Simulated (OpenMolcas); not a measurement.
# Ne3+: effect of the active space

```json
{"Program": "OpenMolcas 26.06", "Method": "SS-CASPT2, IPEA 0.25 Eh, imaginary shift 0.1 Eh", "Basis": "ANO-RCC-VDZP", "Scalar Hamiltonian": "DKH2, point nucleus", "Spin-orbit coupling": "RASSI with atomic mean-field integrals over the reference wave functions, term energies averaged over their components"}
```

A. 3 electrons in 3 orbitals (2p); 2S+1 = 4 odd, 1 root; 2S+1 = 2 odd, 8 roots; closed shells correlated: 1s 2s; CASPT2 step of the order of 1 core-seconds
B. 5 electrons in 4 orbitals (2s 2p); 2S+1 = 4 odd, 1 root; 2S+1 = 2 odd, 8 roots; 2S+1 = 4 even, 3 roots; 2S+1 = 2 even, 6 roots; closed shells correlated: 1s; CASPT2 step about 2.1 core-seconds

Energies in cm⁻¹ above 2s² 2p³ ⁴S°_3/2.

| Level | A | B |
| --- | --- | --- |
| 2s² 2p³ ⁴S°_3/2 | 0.0 | 0.0 |
| 2s² 2p³ ²D°_3/2 | 44060 | 44090 |
| 2s² 2p³ ²D°_5/2 | 44080 | 44120 |
| 2s² 2p³ ²P°_1/2 | 68500 | 65160 |
| 2s² 2p³ ²P°_3/2 | 68530 | 65170 |

Between A and B the level of the table that moves most is 2s² 2p³ ²P°_3/2, by 3400 cm-1 (lowest in B, highest in A). Moves below CASPT2's spread within the term are not significant.

CASPT2 breaks the degeneracy within a term, and the mean is taken; among the terms shown or strongly mixed into the levels shown the widest spread is 250 cm-1 (2s² 2p³ ²D°, A). The basis is small and was not contracted for so high a charge. With the s shell closed, the reference lacks s² → p² mixing (holds for A). Levels of configurations outside the active space are missing. Levels that lie high or do not pair safely by name in every column are left out.

° marks odd parity.
